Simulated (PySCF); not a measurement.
CH7NO3Si (SMILES CN[Si](O)(O)O), singlet, geometry from GFN2-xTB, atoms displaced at random by about 0.03 Å a coordinate; TPSS/STO-3G, gradient run with PySCF.

Input for PySCF:
```python
from pyscf import gto, scf, dft

mol = gto.M(
    atom='''
C     2.35383645   -0.04367059   -0.31960473
N     1.05478356    0.40287725   -0.74300410
Si   -0.36703719    0.04584357    0.08374667
O    -0.21050366    0.29407770    1.59531634
O    -1.64492345    0.90822941   -0.48348244
O    -0.84625168   -1.55685931   -0.24295842
H     2.53333295   -1.03986574   -0.51840774
H     2.43422869    0.17057401    0.75634803
H     3.17815817    0.58107799   -0.76076688
H     1.07778251    0.33393913   -1.79528798
H     0.32835506   -0.20081894    2.10361034
H    -1.63970856    1.79994388   -0.32691450
H    -1.74049853   -1.79466257   -0.16917638
''',
    basis='sto-3g',
    verbose=4,
)

mf = dft.RKS(mol)
mf.xc = 'tpss'
mf.kernel()
g = mf.nuc_grad_method()
g.grid_response = True
grad = g.kernel()
```

Predict the main parts of the log of this PySCF run.


```
PySCF version 2.14.0

[INPUT] verbose = 4
[INPUT] num. atoms = 13
[INPUT] num. electrons = 58
[INPUT] charge = 0
[INPUT] spin (= nelec alpha-beta = 2S) = 0
[INPUT] symmetry False subgroup None
[INPUT] Mole.unit = angstrom
[INPUT] Symbol           X                Y                Z      unit          X                Y                Z       unit  Magmom
[INPUT]  1 C      2.353836450000  -0.043670590000  -0.319604730000 AA    4.448106232518  -0.082525454798  -0.603965407816 Bohr   0.0
[INPUT]  2 N      1.054783560000   0.402877250000  -0.743004100000 AA    1.993252049094   0.761327664318  -1.404074258429 Bohr   0.0
[INPUT]  3 Si    -0.367037190000   0.045843570000   0.083746670000 AA   -0.693599766630   0.086631791872   0.158258270144 Bohr   0.0
[INPUT]  4 O     -0.210503660000   0.294077700000   1.595316340000 AA   -0.397794265619   0.555726312342   3.014710964644 Bohr   0.0
[INPUT]  5 O     -1.644923450000   0.908229410000  -0.483482440000 AA   -3.108454816375   1.716304843175  -0.913649397636 Bohr   0.0
[INPUT]  6 O     -0.846251680000  -1.556859310000  -0.242958420000 AA   -1.599183907653  -2.942037710379  -0.459124873457 Bohr   0.0
[INPUT]  7 H      2.533332950000  -1.039865740000  -0.518407740000 AA    4.787305457836  -1.965061454918  -0.979648649455 Bohr   0.0
[INPUT]  8 H      2.434228690000   0.170574010000   0.756348030000 AA    4.600025548659   0.322338162869   1.429290631554 Bohr   0.0
[INPUT]  9 H      3.178158170000   0.581077990000  -0.760766880000 AA    6.005848521849   1.098078258113  -1.437641047840 Bohr   0.0
[INPUT] 10 H      1.077782510000   0.333939130000  -1.795287980000 AA    2.036713765746   0.631053497976  -3.392602596924 Bohr   0.0
[INPUT] 11 H      0.328355060000  -0.200818940000   2.103610340000 AA    0.620501135015  -0.379492797225   3.975247415403 Bohr   0.0
[INPUT] 12 H     -1.639708560000   1.799943880000  -0.326914500000 AA   -3.098600102505   3.401400972787  -0.617778871149 Bohr   0.0
[INPUT] 13 H     -1.740498530000  -1.794662570000  -0.169176380000 AA   -3.289065541908  -3.391420743308  -0.319697024945 Bohr   0.0

nuclear repulsion = 348.853105926464
number of shells = 27
number of NR pGTOs = 123
number of NR cGTOs = 41
basis = sto-3g
ecp = {}

******** <class 'pyscf.dft.rks.RKS'> ********
method = RKS
initial guess = minao
damping factor = 0
level_shift factor = 0
DIIS = <class 'pyscf.scf.diis.CDIIS'>
diis_start_cycle = 1
diis_space = 8
diis_damp = 0
SCF conv_tol = 1e-09
SCF conv_tol_grad = None
SCF max_cycles = 50
direct_scf = True
direct_scf_tol = 1e-13
XC library pyscf.dft.libxc version 7.1.2
    S. Lehtola, C. Steigemann, M. J. T. Oliveira, and M. A. L. Marques,  SoftwareX 7, 1–5 (2018)
XC functionals = tpss
    J. Tao, J. P. Perdew, V. N. Staroverov, and G. E. Scuseria,  Phys. Rev. Lett. 91, 146401 (2003)
    J. P. Perdew, J. Tao, V. N. Staroverov, and G. E. Scuseria,  J. Chem. Phys. 120, 6898 (2004)
    J. Tao, J. P. Perdew, V. N. Staroverov, and G. E. Scuseria,  Phys. Rev. Lett. 91, 146401 (2003)
    J. P. Perdew, J. Tao, V. N. Staroverov, and G. E. Scuseria,  J. Chem. Phys. 120, 6898 (2004)
radial grids:
    Treutler-Ahlrichs [JCP 102, 346 (1995); DOI:10.1063/1.469408] (M4) radial grids

becke partition: Becke, JCP 88, 2547 (1988); DOI:10.1063/1.454033
pruning grids: <function nwchem_prune>
grids dens level: 3
symmetrized grids: False
atomic radii adjust function: <function treutler_atomic_radii_adjust>
small_rho_cutoff = 0
Set gradient conv threshold to 3.16228e-05
Initial guess from minao.
tot grids = 158104
init E= -605.572548803804
  HOMO = -0.31385331234267  LUMO = 0.0413201815916203  gap/eV = 9.66476
cycle= 1 E= -604.254885677375  delta_E= 1.32  |g|= 0.966  |ddm|= 4.48
  HOMO = 0.114895578355371  LUMO = 0.308409104821531  gap/eV = 5.26577
cycle= 2 E= -604.27214841333  delta_E= -0.0173  |g|= 0.955  |ddm|= 2.94
  HOMO = -0.0497801035634445  LUMO = 0.246965866078852  gap/eV = 8.07487
cycle= 3 E= -604.569228786054  delta_E= -0.297  |g|= 0.125  |ddm|= 1.67
  HOMO = -0.0566718158837833  LUMO = 0.237346821667525  gap/eV = 8.00065
cycle= 4 E= -604.574237664713  delta_E= -0.00501  |g|= 0.0372  |ddm|= 0.264
  HOMO = -0.0613530995478297  LUMO = 0.235859783013355  gap/eV = 8.08757
cycle= 5 E= -604.574657512802  delta_E= -0.00042  |g|= 0.00651  |ddm|= 0.0619
  HOMO = -0.0598587733656647  LUMO = 0.236786500245178  gap/eV = 8.07213
cycle= 6 E= -604.574671571944  delta_E= -1.41e-05  |g|= 0.00162  |ddm|= 0.0118
  HOMO = -0.0600662128235641  LUMO = 0.236844508567625  gap/eV = 8.07935
cycle= 7 E= -604.574672422222  delta_E= -8.5e-07  |g|= 0.000309  |ddm|= 0.00298
  HOMO = -0.0600397481824327  LUMO = 0.236826425774833  gap/eV = 8.07814
cycle= 8 E= -604.574672453098  delta_E= -3.09e-08  |g|= 9.74e-05  |ddm|= 0.000672
  HOMO = -0.0600606011694422  LUMO = 0.23681910856299  gap/eV = 8.07851
cycle= 9 E= -604.574672456136  delta_E= -3.04e-09  |g|= 1.01e-05  |ddm|= 0.000155
  HOMO = -0.0600597393036791  LUMO = 0.23681998827719  gap/eV = 8.07851
cycle= 10 E= -604.574672456163  delta_E= -2.71e-11  |g|= 5.12e-06  |ddm|= 2.31e-05
  HOMO = -0.06006021286151  LUMO = 0.236819774443421  gap/eV = 8.07852
Extra cycle  E= -604.574672456153  delta_E= 9.78e-12  |g|= 6.9e-06  |ddm|= 1.96e-05
converged SCF energy = -604.574672456153

******** <class 'pyscf.grad.rks.Gradients'> for <class 'pyscf.dft.rks.RKS'> ********
unit = Eh/Bohr
grid_response = True
--------------- RKS gradients ---------------
         x                y                z
0 C    -0.0274220072    -0.0761560175    -0.0316775892
1 N    -0.0067254054    -0.0197283517     0.0514023664
2 Si     0.0526724446     0.0529886896     0.0772305110
3 O     0.0895434169    -0.1167487301    -0.0125143759
4 O     0.0272737617     0.1376355948     0.0382571582
5 O    -0.1350643413    -0.0201225104     0.0161264919
6 H    -0.0200698634     0.0737747219     0.0106584701
7 H    -0.0035462679     0.0094939825    -0.0105663266
8 H     0.0066364503     0.0081663547     0.0032553539
9 H     0.0141114935    -0.0027243605    -0.0046974841
10 H    -0.1020686135     0.0944751097    -0.0933571423
11 H    -0.0093799667    -0.1502403886    -0.0299322164
12 H     0.1140388985     0.0091859056    -0.0141852170
----------------------------------------------
```
